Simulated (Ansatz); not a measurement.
One change: `Cl[SiH]1C[Se]1` becomes `Cl[SiH]1CS1`.

Ansatz, PBE0-D4/def2-TZVP geometries, multiplicity 1. 

Scalar relativity is left out up to krypton.

```csv
property,`Cl[SiH]1C[Se]1`
LUMO energy (PBE0/def2-TZVPP) / eV,-0.72
HOMO energy (B3LYP/def2-TZVPP) / eV,-6.67
zero-point energy (PBE0-D4/def2-TZVP) / kJ/mol,99.8
HOMO energy (ωB97M-V/def2-TZVPP) / eV,-9.06
size of the dipole moment (B3LYP/def2-TZVPP) / D,1.46
HOMO–LUMO gap (B3LYP/def2-TZVPP) / eV,5.73
```

Task: What does the change do to each property? (An estimate is asked.)

Result: The calculation gave: 
```tsv
property	`Cl[SiH]1CS1`	shift
LUMO energy (PBE0/def2-TZVPP) / eV	-0.34	0.38
HOMO energy (B3LYP/def2-TZVPP) / eV	-7.04	-0.37
zero-point energy (PBE0-D4/def2-TZVP) / kJ/mol	102.1	2.3
HOMO energy (ωB97M-V/def2-TZVPP) / eV	-9.47	-0.41
size of the dipole moment (B3LYP/def2-TZVPP) / D	1.52	0.06
HOMO–LUMO gap (B3LYP/def2-TZVPP) / eV	6.49	0.76
```

With PBE0 the HOMO falls by 0.38 eV and the LUMO rises by 0.38 eV, so the gap widens by about 0.76 eV. PBE moves the HOMO by -0.30 eV and ωB97M-V by -0.41 eV. Dipoles are sizes alone; their direction can turn.

B3LYP here is the variant with VWN-RPA as its local correlation; programs differ in this.

Spin–orbit coupling is left out; it splits and shifts lone-pair levels of the heavy atoms by tenths of an eV.
